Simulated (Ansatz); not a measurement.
CH₃GaSe, SMILES `[CH2]1[GaH][Se]1`. Total charge 0; spin multiplicity 1. Correlated methods include outer-core shells of Ga, Se, which these sets cover unevenly. Scalar relativity is left out up to krypton.

```xyz
6

C    -0.7907    0.0455   -0.2401
Ga    1.0563    0.2900    0.2726
Se    0.0410   -1.7557    0.2531
H    -1.5936    0.3165    0.4372
H    -1.0845    0.0803   -1.2838
H     2.3714    1.0234    0.5609
```

Question: Give the diagnostics of a CCSD(T)/def2-TZVPP run (frozen core, Ansatz). (An estimate is asked.)

Answer: Computed: T1 = 0.0137, largest single amplitude 0.041, largest double 0.043, (T) share of the correlation energy 4.3 %, 10 CCSD cycles. The RHF solution is stable towards an unrestricted one. T1 lies under the customary mark of 0.02 for closed shells.
